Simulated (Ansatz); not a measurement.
Relaxation of Cl2GaHO (5 atoms, charge 0, multiplicity 1), to a largest force component of 0.02 eV/Å in at most 40 steps.

Theory: RKS B3LYP/def2-SVP in Ansatz.

```xyz
5
Properties=species:S:1:pos:R:3
Ga 0.000 0.000 0.000
O 0.000 0.000 1.790
H -0.909 -0.281 2.127
Cl 1.940 0.000 -1.120
Cl -1.940 0.000 -1.120
```

Question: Where does it end, and by what steps?

Answer: The forces met the threshold. After 5 steps the energy has fallen by 0.202 eV; O2 moved furthest, 0.13 Å.

```
step  energy less start (eV)  largest force component (eV/Å)  accepted
   0                  0.0000                           1.604       yes
   1                 -0.0522                           2.954       yes
   2                 -0.0103                           3.204        no
   3                 -0.1982                           0.301       yes
   4                 -0.1984                           0.102       yes
   5                 -0.2024                           0.005       yes
```

```xyz
5
Properties=species:S:1:pos:R:3
Ga -0.018 -0.035 -0.030
O 0.004 -0.118 1.742
H -0.877 -0.160 2.138
Cl 1.852 0.044 -1.057
Cl -1.871 -0.012 -1.115
```

Run time: 22 s on 1 thread of Arm Neoverse V2, with other jobs on the host, peak memory 0.19 GiB.
